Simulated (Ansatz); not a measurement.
Basis sets compared for 1-butyl-3-methylimidazolium chloride (C8H15ClN2). Charge 0, multiplicity 1. Geometry PBE-D4/def2-SVP. Ansatz on 4 threads of Arm Neoverse V2 on a shared host; times are rough, and most runs start from earlier orbitals.

```xyz
26

C     2.043    2.455    1.938
C     1.810    1.462    0.799
C     0.680    1.878   -0.148
C     0.410    0.886   -1.280
N     0.018   -0.437   -0.803
C     0.479   -1.657   -1.297
C    -0.360   -2.632   -0.836
N    -1.333   -2.009   -0.053
C    -2.592   -2.594    0.371
C    -1.185   -0.652   -0.180
H     2.307    3.462    1.551
H     2.866    2.128    2.606
H     1.132    2.572    2.563
H     2.748    1.335    0.212
H     1.581    0.457    1.218
H    -0.259    2.045    0.427
H     0.913    2.860   -0.614
H    -0.424    1.237   -1.930
H     1.318    0.750   -1.902
H     1.380   -1.722   -1.913
H    -0.337   -3.717   -0.970
H    -2.821   -2.308    1.417
H    -2.524   -3.695    0.310
H    -3.391   -2.208   -0.300
H    -1.623    0.054    0.532
Cl   -2.835    0.050   -1.718
```

Binding counts from free atoms (C triplet, N quartet, H doublet, Cl doublet) in the same basis, without a counterpoise term.

| level | functions | energy (Eh) | HOMO (eV) | LUMO (eV) | binding per atom (eV) | wall time |
| --- | --- | --- | --- | --- | --- | --- |
| HF/STO-3G | 74 | -870.0179 | -5.08 | 6.75 | 3.61 | 0.5 s |
| PBE-D4/def2-SVP | 233 | -882.4142 | -4.39 | -0.69 | 4.39 | 3.8 s |
| PBE0-D4/def2-SVP | 233 | -882.5029 | -5.46 | 0.18 | 4.31 | 7 s |

(1) Estimate the rows for HF/def2-TZVP (with forces), PBE-D4/def2-TZVP, PBE0-D4/def2-TZVP.

Answers

(1) 
```json
{"level": "HF/def2-TZVP (with forces)", "functions": "437", "energy (Eh)": "-880.2085", "HOMO (eV)": "-8.08", "LUMO (eV)": "3.17", "binding per atom (eV)": "3.02", "wall time": "25 s"}
{"level": "PBE-D4/def2-TZVP", "functions": "437", "energy (Eh)": "-883.0288", "HOMO (eV)": "-4.69", "LUMO (eV)": "-1.01", "binding per atom (eV)": "4.34", "wall time": "7.5 s"}
{"level": "PBE0-D4/def2-TZVP", "functions": "437", "energy (Eh)": "-883.1071", "HOMO (eV)": "-5.72", "LUMO (eV)": "-0.12", "binding per atom (eV)": "4.25", "wall time": "17 s"}
```
